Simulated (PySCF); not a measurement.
## From computed data to an observable: entropy of an ideal gas

Mg(H)(OMe) (CH4MgO), SMILES C[O][MgH].

The structure is a stationary point at B3LYP-D3(BJ)/def2-TZVP.

B3LYP-D3(BJ)/def2-TZVP run with PySCF gives the harmonic wavenumbers 101, 101, 323, 323, 603, 1189, 1189, 1238, 1491, 1500, 1500, 1666, 2954, 2992, 2992 cm⁻¹ and the rotational temperatures 7.6870, 0.2173, 0.2173 K. The molar mass is 56.35 g/mol, the symmetry number 3, the spin multiplicity 1.

### Question
Work out the entropy at 298.15 K and 1 atm in the rigid-rotor, harmonic-oscillator model.

### Answer

Translation (Sackur–Tetrode at 1 atm): S = R[1.5 ln M + 2.5 ln T − 1.16487] = 159.0 J/(mol K).
Rotation: q = (√π/σ) T^1.5/√(θA θB θC) = 5050, S = R[ln q + 3/2] = 83.4 J/(mol K).
Vibration: with u = 1.4388 ν/T, each mode gives R[u/(e^u − 1) − ln(1 − e^−u)]:
| ν (cm⁻¹) | modes | u | S (J/(mol K)) |
|---|---|---|---|
| 101 | 2 | 0.49 | 28.74 |
| 323 | 2 | 1.56 | 10.84 |
| 603 | 1 | 2.91 | 1.86 |
| 1189 | 2 | 5.74 | 0.36 |
| 1238 | 1 | 5.97 | 0.15 |
| 1491 | 1 | 7.20 | 0.05 |
| 1500 | 2 | 7.24 | 0.10 |
| 1666 | 1 | 8.04 | 0.02 |
The stiffer modes add less than 0.005 each. Sum 42.1 J/(mol K).
Spin: R ln 1 = 0.0 J/(mol K).
Total 284.5 J/(mol K); the program's own thermochemistry gives 284.5. Translation makes up 56 % and vibration 15 %. Anharmonicity, hindered rotation and orbital degeneracy are left out.
